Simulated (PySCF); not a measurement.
**Shapes and spin states of H₂PdS**

Method: PBE0/[Pd def2-TZVP with ECP28, S def2-TZVP, H def2-TZVP], scalar-relativistic core potentials, density fitting, no spin–orbit coupling, PySCF.

Relaxations began from a few typed shapes and spin states; open shells are unrestricted. The search is not exhaustive: other isomers or separated fragments can lie lower, and high-lying points may rest on an excited occupation.

(1) Order these stationary points by electronic energy, lowest first, in kJ/mol from the lowest minimum.
A. triplet Cs: H–H 0.801 Å, Pd–H 1.808 Å, Pd–H 1.862 Å, Pd–S 2.128 Å; H–H–Pd 73.7°, H–H–Pd 81.1°, H–Pd–H 25.2°, H–Pd–S 142.8°, H–Pd–S 168.0°
B. triplet Cs: Pd–H 1.594 Å, Pd–S 2.232 Å, S–H 1.351 Å; H–Pd–S 112.1°, H–S–Pd 99.6°
C. triplet C2v: Pd–H 1.636 Å (×2), Pd–S 2.069 Å; H–Pd–H 179.0°, H–Pd–S 90.5° (×2)
D. quintet Cs: Pd–H 1.652 Å (×2), Pd–S 2.209 Å; H–Pd–H 120.9°, H–Pd–S 96.9° (×2)
E. singlet C2v: Pd–H 1.591 Å (×2), Pd–S 2.031 Å; H–Pd–H 152.2°, H–Pd–S 103.9° (×2)
F. quintet C2v: Pd–H 1.657 Å (×2), Pd–S 2.277 Å; H–Pd–H 152.2°, H–Pd–S 76.1° (×2)
G. quintet Cs: Pd–H 1.647 Å, Pd–H 1.671 Å, Pd–S 2.247 Å; H–Pd–H 135.2°, H–Pd–S 105.7°, H–Pd–S 119.1°
H. singlet Cs: Pd–S 2.186 Å, S–H 1.352 Å (×2); H–S–H 91.3°, H–S–Pd 106.1° (×2)

(2) Which of them are minima?

Results:

(1) H (0.0), A (114.9), B (132.3), C (255.8), E (268.3), D (382.7), G (417.6), F (428.6).

(2) By energy in kJ/mol, 0.0: minimum; 114.9: minimum; 132.3: minimum; 255.8: saddle point, 1 imaginary mode; 268.3: saddle point, 2 imaginary modes; 382.7: minimum; 417.6: minimum; 428.6: saddle point, 1 imaginary mode.

For the lowest minimum: stability towards spin polarisation was not tested.
